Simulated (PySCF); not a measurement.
Correlation energy of Nb⁴⁺ (niobium, charge +4)

Starting occupation: [Kr] 4d1, 4d5/2 with m_j = +5/2. All numbers are calculated (PySCF 2.14, X2C-1e with screened-nucleus spin-orbit coupling, Gaussian nucleus, in x2c-TZVPPall-2c). Frozen: [Ar] 3d10; 9 electrons correlated; the 6 highest virtual spinors left out.

MP2 pair energies summed by pair of shells (mhartree):

```tsv
pair	energy	share (%)
4p1/2-4p3/2	-59.45	27.9
4p3/2-4p3/2	-53.23	25.0
4d5/2-4p3/2	-26.82	12.6
4p3/2-4s1/2	-22.60	10.6
4p1/2-4p1/2	-16.21	7.6
4d5/2-4p1/2	-11.89	5.6
4p1/2-4s1/2	-11.57	5.4
4s1/2-4s1/2	-6.76	3.2
4d5/2-4s1/2	-4.48	2.1
```

Total MP2 correlation energy: -213.00 mhartree.

This basis was not built for core-valence correlation, so the inner-shell part is incomplete.
